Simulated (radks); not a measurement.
Spherical quantum dot in the effective-mass picture: electrons in a parabolic well V = omega^2 r^2 / 2 with omega = 0.359, with a point charge +1 (a donor) at the centre, all in effective atomic units (hartree* = m*/eps^2 hartree, bohr* = eps/m* bohr), one dielectric constant everywhere. Calculated with a radial shooting solver with Libxc functionals: non-relativistic Kohn-Sham, LDA (Slater exchange, Perdew-Wang correlation), spin-polarised, spherical densities. Levels are named by radial order and angular momentum (1s, 1p, 1d, 2s, ...), and open shells are averaged over m. Results are scaled to m* = 0.45 and eps = 5.8, for which hartree* = 364 meV and bohr* = 0.6821 nm.

N = 13, configuration 1s2 1p6 1d(up 3, down 0) 2s2. This is the lowest configuration that the search found. Occupied and some empty levels:

level    occupation  eigenvalue (meV)  <r> (nm)
1s up             1            1304.4     1.576
1s down           1            1310.2     1.516
1p up             3            1382.7     2.400
1p down           3            1393.2     2.389
2s up             1            1427.2     2.167
2s down           1            1434.5     2.212
1d up             3            1449.8     2.716
1d down           0            1460.9     2.722
1f up             0            1525.2     2.959
1f down           0            1536.0     2.972
2p up             0            1553.6     2.566
2p down           0            1560.3     2.572
1g up             0            1608.1     3.168
1g down           0            1618.2     3.185

Energy (meV): total 10422.8, kinetic 1457.0, external 2093.4, Hartree 8106.0, exchange-correlation -1233.5.

Electron density:

r (nm)  n(r) (e/nm^3)
0.223          0.9844
0.471          0.5048
0.719          0.2782
0.967          0.1704
1.22           0.1222
1.46           0.1039
1.71          0.09902
1.96          0.09713
2.21          0.09212
2.46          0.08149
2.70          0.06591
2.95          0.04817
3.20          0.03157
3.45          0.01846
3.70         0.009631
3.94         0.004458
4.19         0.001835
4.44        0.0006713
4.69        0.0002191
4.94       0.00006390
